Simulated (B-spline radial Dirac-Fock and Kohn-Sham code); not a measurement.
# Ho⁶⁺: K-LL lines in intermediate coupling

System: holmium as Ho⁶⁺ in the configuration [Kr] 4d10 4f9 5s2 5p4.

Model: Dirac-Fock ΔSCF + Breit + QED. Program: a radial B-spline solver. The two-hole levels come from diagonalising the Coulomb interaction among the jj configurations; intensities are independent-particle Coulomb rates. Kinetic energies are from the vacuum level. No correlation. Open outer shells are spectators and are not coupled to the holes. The rates lack the Breit term, which in heavy atoms raises K-L1L1 and K-L1L2. Labels follow the leading weight; the literature often keeps the label of the LS limit.

| kinetic energy (eV) | J | leading jj holes (weight) | leading LS term (weight) | intensity (%) |
| --- | --- | --- | --- | --- |
| 36510.8 | 0 | L1L1 (1.00) | ¹S0 (1.00) | 10.4 |
| 36997.0 | 1 | L1L2 (1.00) | ³P1 (0.61) | 14.8 |
| 37036.3 | 0 | L1L2 (1.00) | ³P0 (1.00) | 1.7 |
| 37431.0 | 0 | L2L2 (1.00) | ³P0 (0.64) | 2.5 |
| 37823.2 | 1 | L1L3 (1.00) | ¹P1 (0.61) | 12.1 |
| 37894.0 | 2 | L1L3 (1.00) | ³P2 (1.00) | 2.9 |
| 38299.6 | 2 | L2L3 (1.00) | ¹D2 (0.68) | 39.3 |
| 38323.3 | 1 | L2L3 (1.00) | ³P1 (1.00) | 0.1 |
| 39124.9 | 0 | L3L3 (1.00) | ¹S0 (0.64) | 2.2 |
| 39169.5 | 2 | L3L3 (1.00) | ³P2 (0.68) | 13.9 |

The strongest line, by its leading LS label ¹D2, lies at 38299.6 eV. The mean weight of the leading component is 1.00 in jj and 0.79 in LS coupling, so jj labels describe these levels better.

Run: 45 s of CPU time on 1 thread of Intel(R) Xeon(R) Platinum 8559C (shared host), peak memory 0.52 GiB.

Values without a named source are computed, but for edge energies of neutral atoms, which are taken from tables.
